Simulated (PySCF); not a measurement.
PySCF job for methylammonium (CH6N), SMILES C[NH3+], charge +1, PBE0/pcSseg-2. Geometry optimised at PBE0-D3(BJ)/def2-TZVP.

```python
import numpy as np
from pyscf import gto, scf, dft
from pyscf.prop.nmr import rks as nmr

mol = gto.M(
    atom='''
    C    -0.00000000   -0.00000000   -0.79243548
    N     0.00000000   -0.00000000    0.70450730
    H     0.00000001   -1.03139651   -1.13711108
    H     0.89321558    0.51569826   -1.13711108
    H    -0.89321557    0.51569825   -1.13711109
    H    -0.82433502   -0.47593004    1.07813168
    H    -0.00000001    0.95186008    1.07813168
    H     0.82433501   -0.47593003    1.07813169
    ''',
    basis='pcSseg-2',
    charge=1,
    spin=0,
    max_memory=1600,
    verbose=3,
)
mf = dft.RKS(mol, xc='pbe0')
mf.grids.level = 3
mf.conv_tol = 1e-10
mf.max_cycle = 100
mf.kernel()
n = nmr.NMR(mf)
n.verbose = 2
n.max_cycle_cphf = 60
sigma = n.kernel()
print('atom   isotropic/ppm   span/ppm')
for i, s in enumerate(sigma):
    w = np.linalg.eigvalsh((s + s.T) / 2)
    print(f'{mol.atom_symbol(i):2s}{i + 1:3d} {w.mean():14.3f} {w[2] - w[0]:11.3f}')
```

It prints:

```
converged SCF energy = -96.1375507406999
atom   isotropic/ppm   span/ppm
C   1        152.711      51.843
N   2        224.153       4.452
H   3         28.156      10.094
H   4         28.156      10.094
H   5         28.156      10.094
H   6         26.802      17.299
H   7         26.802      17.299
H   8         26.802      17.299
```

Self-consistency was reached.

Cost: around 40 core-seconds (rough).
